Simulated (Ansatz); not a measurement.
Basis-set extrapolation for `OB(S)Cl` (PBE0-D4/def2-TZVP geometry, frozen core, the Gaussian-basis code of Ansatz). Multiplicity 1, RHF reference.

```
                      def2-TZVPP   def2-QZVPP
                 HF  -957.943608  -957.971985
    MP2 correlation    -0.701381    -0.762760
CCSD(T) correlation    -0.769434      not run
```

Energies in hartree. Use E(X) = E(∞) + A·exp(−7.88·√X) for Hartree–Fock and E(X) = E(∞) + B·X^(−2.97) for correlation, with X = 3 and 4, and add CCSD(T) minus MP2 of the smaller set to the MP2 limit.

What is the CCSD(T) energy at the basis-set limit?

HF limit: -957.971985 + (-0.028377) × 0.13774 = -957.97589. MP2 limit: -0.762760 + (-0.061379) × 0.74074 = -0.80823. Higher-order term: -0.769434 − (-0.701381) = -0.06805. Total: -958.85217 hartree, 3.79 eV below CCSD(T)/def2-TZVPP.
